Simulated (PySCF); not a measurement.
C₄H₆ClF, SMILES C[C@]1(F)C[C@H]1Cl. Coordinates come from a PBE-D3(BJ)/def2-SVP optimisation. The structure was generated by enumeration; whether it is a known compound was not checked.

Computed equilibrium geometry at PBE-D3(BJ)/def2-SVP (PySCF confirms it by a frequency run) as a Z-matrix:
```
C
F 1 1.3736
C 1 1.5043 2 111.97
H 3 1.1070 1 110.92 2 -178.05
H 3 1.1085 4 108.50 1 -121.30
H 3 1.1090 4 108.25 5 -117.53
C 1 1.5088 2 115.32 3 147.37
H 7 1.1007 1 115.10 2 0.18
H 7 1.1018 8 115.61 1 147.12
C 1 1.5125 2 115.92 3 -144.98
H 10 1.1018 1 118.01 2 145.52
Cl 10 1.7651 11 111.82 1 144.46
```
Charge 0, spin multiplicity 1.
